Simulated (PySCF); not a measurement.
Electronic structure of As²⁺ (arsenic, charge +2) at the UHF level

Configuration: [Ar] 3d10 4s1 4p2, high-spin 4P determinant (an excited configuration). Computed with PySCF 2.14 in dyall-av2z, with the non-relativistic Hamiltonian (point nucleus).

| Property | Result |
| --- | --- |
| Total energy | -2232.983877 hartree |
| One-electron energy | -3087.6865 hartree |
| Hartree (Coulomb) energy | 935.7702 hartree |
| Exchange energy | -81.0675 hartree |
| Kinetic energy | 2233.04366 hartree |
| ⟨S²⟩ | 3.7512 |
| ⟨L²⟩ | 2.012 |
| Sum of ⟨r⟩ | 19.28 bohr |
| Sum of ⟨r²⟩ | 23.76 bohr² |
| Traceless quadrupole moment −½Σ⟨3z² − r²⟩ along its main axis | 2.26 e·bohr² |
| Density at the nucleus (Gaussians lack the cusp) | 24400 bohr⁻³ |
| Spin density at the nucleus | 16.8 bohr⁻³ |
| Langevin diamagnetic susceptibility | -18.8 ×10⁻⁶ cm³/mol |

| shell | electrons | mean orbital energy (eV) | spread (eV) | rms radius, mean of both spins (bohr) |
| --- | --- | --- | --- | --- |
| 1s α | 1 | -11794.5 | 0 | 0.0537 |
| 1s β | 1 | -11794.0 | 0 | 0.0537 |
| 2s α | 1 | -1555.2 | 0 | 0.224 |
| 2s β | 1 | -1554.8 | 0 | 0.224 |
| 2p α | 3 | -1387.8 | 0.064 | 0.198 |
| 2p β | 3 | -1387.4 | 0.243 | 0.198 |
| 3s α | 1 | -241.61 | 0 | 0.650 |
| 3s β | 1 | -240.49 | 0 | 0.650 |
| 3p α | 3 | -183.15 | 0.022 | 0.671 |
| 3p β | 3 | -182.31 | 0.693 | 0.671 |
| 3d α | 5 | -80.416 | 0.450 | 0.741 |
| 3d β | 5 | -79.949 | 0.698 | 0.741 |
| 4s α | 1 | -41.885 | 0 | 1.97 |
| 4p α | 2 | -29.383 | 0 | 2.29 |

Spin-orbit constants ζ (cm⁻¹) from the X2C one-electron operator on these orbitals (non-relativistic here): bare nucleus, nucleus screened by l(l+1)(2l+1)/3 electrons, and screened by the Breit-Pauli mean field of the electrons.

```json
{"shell": "2p", "bare": "190400", "screened nucleus": "178800", "mean field": "173300"}
{"shell": "3p", "bare": "25810", "screened nucleus": "24250", "mean field": "23340"}
{"shell": "3d", "bare": "3208", "screened nucleus": "2236", "mean field": "2076"}
{"shell": "4p", "bare": "1918", "screened nucleus": "1802", "mean field": "1722"}
```

To first order the Landé constant is A = 573.9 cm⁻¹, so the lowest level has J = 1/2 and lies 0.178 eV below the centre of the term. This holds in LS coupling only.
